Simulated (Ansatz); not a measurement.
Ideal-gas functions of ClH₃NOSi (`[NH][SiH](O)Cl`) radical at 298.15 K and 1 bar, from an Ansatz frequency run at PBE0-D4/def2-TZVP.

Molar mass 96.57 g/mol, point group C1 (symmetry number 1), electronic degeneracy 2, moments of inertia 75.234, 144.68, 196.048 u Å². Harmonic wavenumbers (cm⁻¹, unscaled): 182, 199, 240, 294, 354, 538, 728, 758, 813, 813, 902, 975, 2280, 3503, 3909.

Use S(trans) = R[1.5 ln M + 2.5 ln T − 1.1517]; rotational temperatures θ = 24.2544 K / I; S(rot) = R[ln(√π/σ · √(T³/θAθBθC)) + 1.5]; for each mode x = 1.438777 ν̃/T, S = R[x/(eˣ − 1) − ln(1 − e⁻ˣ)] and H = RT x/(eˣ − 1); 1 cm⁻¹ = 0.0119627 kJ/mol; R = 8.31446 J/(mol·K).

Task: By hand: the entropy, in J/(mol·K).

Result: Translation 165.9. Rotation: θ = 0.3224, 0.1676, 0.1237 K, giving 109.1. Vibration, mode by mode: 9.66, 8.96, 7.54, 6.07, 4.80, 2.38, 1.15, 1.02, 0.82, 0.82, 0.58, 0.43, 0.00, 0.00, 0.00, in all 44.3. Electronic 5.8. Sum 325.1 J/(mol·K).

Task: By hand: H − E and G − E in kJ/mol, counted from the electronic energy.

Result: Zero-point energy ½ × 16488 × 0.0119627 = 98.6; thermal vibration 8.1; translation, rotation and pV give 4 RT = 9.9. H − E = 116.6 kJ/mol, and G − E = 116.6 − 298.15 × 325.1/1000 = 19.7 kJ/mol.

Vibration gives 14 % of the entropy. The sum counts one conformer and one mirror image; others add a mixing term.
